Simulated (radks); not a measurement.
The numbers below are computed, except where a source is named.
Spherical jellium clusters: N electrons in a uniform positive sphere of charge N and radius rs N^(1/3), rs = 3.9 bohr. Level of theory: non-relativistic Kohn-Sham, LDA (Slater exchange, Perdew-Wang correlation), spin-polarised, spherical densities (a radial shooting solver with Libxc functionals). Levels are named by radial order and angular momentum (1s, 1p, 1d, 2s, ...), and open shells are averaged over m.

N = 19, configuration 1s2 1p6 1d10 2s(up 1, down 0). This is the lowest configuration that the search found. Occupied and some empty levels:

| level | occupation | eigenvalue (eV) | <r> (bohr) |
|---|---|---|---|
| 1s up | 1 | -5.2270 | 6.285 |
| 1s down | 1 | -5.0813 | 6.630 |
| 1p up | 3 | -4.3375 | 7.662 |
| 1p down | 3 | -4.2810 | 7.734 |
| 1d up | 5 | -3.2770 | 8.585 |
| 1d down | 5 | -3.2399 | 8.592 |
| 2s up | 1 | -2.9228 | 7.119 |
| 2s down | 0 | -2.6366 | 7.302 |
| 1f up | 0 | -2.0646 | 9.420 |
| 1f down | 0 | -2.0294 | 9.416 |
| 2p up | 0 | -1.5291 | 9.014 |
| 2p down | 0 | -1.4099 | 9.307 |
| 1g up | 0 | -0.75705 | 10.41 |
| 1g down | 0 | -0.72092 | 10.42 |

Energy (eV): total -35.6607, kinetic 33.840, external -1116.8, Hartree 551.49, exchange-correlation -70.568, background 566.36.

Electron density:

| r (bohr) | n(r) (e/bohr^3) |
|---|---|
| 0.754 | 0.004386 |
| 2.01 | 0.003919 |
| 3.27 | 0.003619 |
| 4.53 | 0.003885 |
| 5.79 | 0.004478 |
| 7.05 | 0.004674 |
| 8.31 | 0.003879 |
| 9.57 | 0.002348 |
| 10.8 | 0.001017 |
| 12.1 | 0.0003485 |
| 13.3 | 0.0001049 |
| 14.6 | 0.00002922 |
| 15.9 | 7.790e-06 |
